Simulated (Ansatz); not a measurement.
Consider the formal exchange of groups at the Si–N bond: `C=N[SiH2]O[SiH3]` + `CBr` → `[SiH3]O[SiH2]Br` + `C=NC`.

Calculated with Ansatz (gas phase, PBE0-D4/def2-TZVP geometries, no zero-point term in ΔE). CCSD(T)/CBS is the MP2 limit (def2-TZVPP, def2-QZVPP) plus CCSD(T) − MP2 in def2-TZVPP, frozen cores. DFT in def2-TZVPP. For Br outer-core shells are correlated without core-valence functions, which leaves a few kJ/mol of doubt a bond. Scalar relativity is left out up to krypton. Each species was taken in one conformer, which may not be the lowest.

**Question.** Is it downhill or uphill in electronic energy at CCSD(T)/CBS, and by how much? (An estimate is asked.)

**Answer.** The calculation gave: Downhill: ΔE = -13.3 kcal/mol.

**Question.** What do these levels give: PBE0-D4, B2PLYP, PBE0, LC-ωPBE, SCS-MP2/def2-TZVPP, HF/CBS(def2)? (An estimate is asked.)

**Answer.** Computed: PBE0-D4 -14.0, B2PLYP -12.2, PBE0 -14.1, LC-ωPBE -13.8, SCS-MP2/def2-TZVPP -12.1, HF/CBS(def2) -12.0 kcal/mol.

**Question.** What do rigid-rotor, harmonic-oscillator terms from PBE0-D4/def2-TZVP frequencies (298.15 K, 1 bar) make of the CCSD(T)/CBS value? (Estimate.)

**Answer.** Ansatz gave: ΔZPE = +0.8 kcal/mol, ΔH = -12.7 kcal/mol, ΔS = 5 J/(mol·K), ΔG = -13.1 kcal/mol. Modes under 50 cm⁻¹ make the entropy rough.

Largest T1 diagnostic among the species: 0.013.

At CCSD(T), def2-SVP lies −3.0 kcal/mol from the extrapolated value and def2-TZVPP +0.9 kcal/mol. Leaving LDA and LC-ωPBE aside and taking each functional with its dispersion term where it has one, the values, not all of them listed here, spread over 2.5 kcal/mol, from HSE06-D4 to BLYP-D4. LDA lies −1.4 kcal/mol from PBE without D4. From BLYP to BHLYP (50 % exact exchange), in def2-TZVPP and without D4, ΔE moves by −0.9 kcal/mol.
